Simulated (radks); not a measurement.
The numbers below are computed, except where a source is named.
Ionisation of Ca, [Ar] 4s2, to Ca+, [Ar] 4s1, under several functionals. Dirac Kohn-Sham, spin-unpolarised, spherical densities, finite nucleus; a radial shooting solver on a logarithmic mesh with Libxc functionals.

functional                                        E(Ca) (hartree)  Exc (hartree)  IE (eV)  -e(HOMO) (eV)  <r> HOMO (bohr)  IE error (eV)
HCTH/407                                               -680.69142      -36.40368    6.291          3.778            4.086         +0.178
B86b exchange with PBE correlation                     -680.53907      -36.21048    6.334          3.784            4.011         +0.221
RPBE                                                   -680.49550      -36.16610    6.240          3.734            4.059         +0.126
BLYP                                                   -680.56749      -36.23780    6.230          3.614            3.997         +0.116
LDA (Slater exchange, Perdew-Zunger correlation)       -678.69245      -34.31334    6.463          3.869            3.972         +0.350
LDA (Slater exchange, Perdew-Wang correlation)         -678.69488      -34.31598    6.458          3.864            3.973         +0.345
OLYP                                                   -680.61283      -36.31127    6.006          3.513            4.090         -0.107

NIST Atomic Spectra Database: 6.113 eV (measured). Closest: OLYP. The Delta-SCF values span 0.46 eV, the total energies 2.00 hartree. The highest occupied level is 4s1/2. Spin polarisation and multiplet splitting are left out, so open shells lie too high by an amount that depends on their filling.

Beside tabulated values, note that spin-unpolarised runs miss the spin-polarisation part of the exchange energy of open shells.
